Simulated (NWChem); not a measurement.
Everything below was run with NWChem. System: H2As, charge 0, spin multiplicity 2, at a geometry optimised with UPBE0/def2-SVP. The structure started from a generated list of species. Its SCF solution wasn't tested for a lower state. Level: UHF/def2-TZVP.

Input file:

```
start mol
memory heap 200 mb stack 900 mb global 1100 mb
geometry units angstroms nocenter noautoz
  As     0.000000     0.000000    -0.061399
  H     -1.088753     0.000000     1.013080
  H      1.088753     0.000000     1.013080
  symmetry group C2v
end
basis spherical
  * library def2-tzvp
end
scf
  uhf
  nopen 1
  maxiter 100
  thresh 1e-7
  semidirect memsize 60000000 filesize 0
  # guess.movecs holds the orbitals of an unrestricted PBE0 run
  vectors input guess.movecs output mol.movecs
end
task scf energy
```

Part of the output:

```
             Northwest Computational Chemistry Package (NWChem) 7.3.0
             --------------------------------------------------------

                                NWChem Input Module
                                -------------------

 Scaling coordinates for geometry "geometry" by  1.889725989
 (inverse scale =  0.529177249)

 Turning off AUTOSYM since
 SYMMETRY directive was detected!

                             Geometry "geometry" -> ""
                             -------------------------

 Output coordinates in angstroms (scale by  1.889725989 to convert to a.u.)

  No.       Tag          Charge          X              Y              Z
 ---- ---------------- ---------- -------------- -------------- --------------
    1 As                  33.0000     0.00000000     0.00000000    -0.06139900
    2 H                    1.0000    -1.08875300     0.00000000     1.01308000
    3 H                    1.0000     1.08875300     0.00000000     1.01308000

 Effective nuclear repulsion energy (a.u.)      23.0752085558

            Nuclear Dipole moment (a.u.)
            ----------------------------
        X                 Y               Z
 ---------------- ---------------- ----------------
     0.0000000000     0.0000000000    -0.0000132281

      Symmetry information
      --------------------

 Group name             C2v
 Group number             16
 Group order               4
 No. of unique centers     2

      Symmetry unique atoms

     1    2


 Summary of "ao basis" -> "" (spherical)
 ------------------------------------------------------------------------------
       Tag                 Description            Shells   Functions and Types
 ---------------- ------------------------------  ------  ---------------------
 *                         def2-tzvp                  on all atoms

 Summary of "ao basis" -> "ao basis" (spherical)
 ------------------------------------------------------------------------------
       Tag                 Description            Shells   Functions and Types
 ---------------- ------------------------------  ------  ---------------------
 As                        def2-tzvp                16       48   6s5p4d1f
 H                         def2-tzvp                 4        6   3s1p

                                 NWChem SCF Module
                                 -----------------

  ao basis        = "ao basis"
  functions       =    60
  atoms           =     3
  alpha electrons =    18
  beta  electrons =    17
  charge          =   0.00
  wavefunction    = UHF
  use symmetry    = T
  symmetry adapt  = T

 Summary of "ao basis" -> "ao basis" (spherical)
 ------------------------------------------------------------------------------
       Tag                 Description            Shells   Functions and Types
 ---------------- ------------------------------  ------  ---------------------
 As                        def2-tzvp                16       48   6s5p4d1f
 H                         def2-tzvp                 4        6   3s1p

      Symmetry analysis of basis
      --------------------------

        a1         26
        a2          6
        b1         16
        b2         12

 Forming initial guess at       0.0s

   Symmetry analysis of molecular orbitals - initial alpha
   -------------------------------------------------------

  Numbering of irreducible representations:

     1 a1          2 a2          3 b1          4 b2

  Orbital symmetries:

     1 a1          2 a1          3 b2          4 b1          5 a1
[...]
 Vector   21  Occ=0.000000D+00  E= 2.831722D-01  Symmetry=a1
              MO Center=  5.6D-15,  2.5D-14,  4.1D-01, r^2= 3.8D+00
   Bfn.  Coefficient  Atom+Function         Bfn.  Coefficient  Atom+Function
  ----- ------------  ---------------      ----- ------------  ---------------
    41      0.764867  1 As d  2              51     -0.615840  2 H  s
    57     -0.615840  3 H  s                 50      0.398154  2 H  s
    56      0.398154  3 H  s                 39      0.285285  1 As d  0
     6      0.204102  1 As s                  5      0.188358  1 As s
    36     -0.157608  1 As d  2

                     UHF Final Beta Molecular Orbital Analysis
                     -----------------------------------------

 Vector   15  Occ=1.000000D+00  E=-7.621537D-01  Symmetry=a1
              MO Center=  9.4D-17, -1.1D-16,  3.9D-01, r^2= 1.5D+00
   Bfn.  Coefficient  Atom+Function         Bfn.  Coefficient  Atom+Function
  ----- ------------  ---------------      ----- ------------  ---------------
     5      0.537398  1 As s                  6      0.377522  1 As s
     4     -0.306656  1 As s                  3     -0.204950  1 As s

 Vector   16  Occ=1.000000D+00  E=-4.904663D-01  Symmetry=b1
              MO Center= -1.5D-15,  2.3D-14,  6.4D-01, r^2= 2.0D+00
   Bfn.  Coefficient  Atom+Function         Bfn.  Coefficient  Atom+Function
  ----- ------------  ---------------      ----- ------------  ---------------
    16      0.349740  1 As px                50     -0.238304  2 H  s
    56      0.238304  3 H  s                 10     -0.202731  1 As px
    19      0.181504  1 As px

 Vector   17  Occ=1.000000D+00  E=-3.967487D-01  Symmetry=a1
              MO Center= -1.6D-16,  1.4D-14, -2.0D-01, r^2= 2.1D+00
   Bfn.  Coefficient  Atom+Function         Bfn.  Coefficient  Atom+Function
  ----- ------------  ---------------      ----- ------------  ---------------
    18     -0.395390  1 As pz                 6      0.384882  1 As s
    21     -0.326634  1 As pz                 5      0.307572  1 As s
    12      0.232008  1 As pz                 4     -0.168753  1 As s
    50     -0.158618  2 H  s                 56     -0.158618  3 H  s

 Vector   18  Occ=0.000000D+00  E= 3.417499D-02  Symmetry=b2
              MO Center=  1.7D-15,  4.1D-12, -2.2D-02, r^2= 2.7D+00
   Bfn.  Coefficient  Atom+Function         Bfn.  Coefficient  Atom+Function
  ----- ------------  ---------------      ----- ------------  ---------------
    20      0.757542  1 As py                17      0.283836  1 As py
    11     -0.240459  1 As py

 Vector   19  Occ=0.000000D+00  E= 1.439820D-01  Symmetry=b1
              MO Center=  5.0D-16, -9.3D-15,  1.5D-01, r^2= 4.2D+00
   Bfn.  Coefficient  Atom+Function         Bfn.  Coefficient  Atom+Function
  ----- ------------  ---------------      ----- ------------  ---------------
    19      1.357406  1 As px                51      1.098551  2 H  s
    57     -1.098551  3 H  s                 10     -0.173666  1 As px
    16      0.160171  1 As px

 Vector   20  Occ=0.000000D+00  E= 1.510906D-01  Symmetry=a1
              MO Center=  5.8D-16, -9.2D-14,  7.5D-01, r^2= 5.5D+00
   Bfn.  Coefficient  Atom+Function         Bfn.  Coefficient  Atom+Function
  ----- ------------  ---------------      ----- ------------  ---------------
     6      1.651395  1 As s                 51     -1.401898  2 H  s
    57     -1.401898  3 H  s                 21      1.214851  1 As pz

 center of mass
 --------------
 x =   0.00000000 y =   0.00000000 z =  -0.06283174

 moments of inertia (a.u.)
 ------------------
           8.092431699089           0.000000000000           0.000000000000
           0.000000000000          16.624837922678           0.000000000000
           0.000000000000           0.000000000000           8.532406223588

  Mulliken analysis of the total density
  --------------------------------------

    Atom       Charge   Shell Charges
 -----------   ------   -------------------------------------------------------
    1 As  33    33.08   2.00  2.00  1.17  0.78  0.96  0.90  5.99  5.76  0.36  1.67  1.34  8.95  1.06  0.02  0.09  0.01
    2 H    1     0.96   0.22  0.54  0.18  0.01
    3 H    1     0.96   0.22  0.54  0.18  0.01

  Mulliken analysis of the alpha density
  --------------------------------------

    Atom       Charge   Shell Charges
 -----------   ------   -------------------------------------------------------
    1 As  33    17.10   1.00  1.00  0.58  0.39  0.49  0.47  3.00  2.89  0.19  1.10  0.92  4.47  0.53  0.01  0.05  0.00
    2 H    1     0.45   0.11  0.25  0.08  0.01
    3 H    1     0.45   0.11  0.25  0.08  0.01

   Mulliken analysis of the beta density
   -------------------------------------

    Atom       Charge   Shell Charges
 -----------   ------   -------------------------------------------------------
    1 As  33    15.98   1.00  1.00  0.58  0.39  0.48  0.43  3.00  2.88  0.17  0.57  0.42  4.48  0.53  0.01  0.04  0.01
    2 H    1     0.51   0.12  0.29  0.10  0.01
    3 H    1     0.51   0.12  0.29  0.10  0.01

   Mulliken analysis of the spin density
   -------------------------------------

    Atom       Charge   Shell Charges
 -----------   ------   -------------------------------------------------------
    1 As  33     1.11  -0.00  0.00  0.00 -0.00  0.01  0.03  0.00  0.01  0.02  0.52  0.50 -0.01  0.00  0.01  0.01 -0.00
    2 H    1    -0.06  -0.01 -0.03 -0.02  0.00
    3 H    1    -0.06  -0.01 -0.03 -0.02  0.00

       Multipole analysis of the density wrt the origin
       ------------------------------------------------

     L   x y z        total         alpha         beta         nuclear
     -   - - -        -----         -----         ----         -------
     0   0 0 0     -0.000000    -18.000000    -17.000000     35.000000

     1   1 0 0      0.000000      0.000000      0.000000      0.000000
     1   0 1 0     -0.000000     -0.000000     -0.000000      0.000000
     1   0 0 1      0.124824      0.080551      0.044286     -0.000013

     2   2 0 0    -14.165939    -11.889957    -10.742141      8.466159
     2   1 1 0      0.000000      0.000000      0.000000      0.000000
     2   1 0 1     -0.000000     -0.000000     -0.000000      0.000000
     2   0 2 0    -14.842552     -9.867535     -4.975017      0.000000
     2   0 1 1      0.000000      0.000000      0.000000      0.000000
     2   0 0 2    -15.312334    -12.035838    -11.050941      7.774446

 Task  times  cpu:        0.7s     wall:        0.7s

 Total times  cpu:        0.7s     wall:        0.7s
```
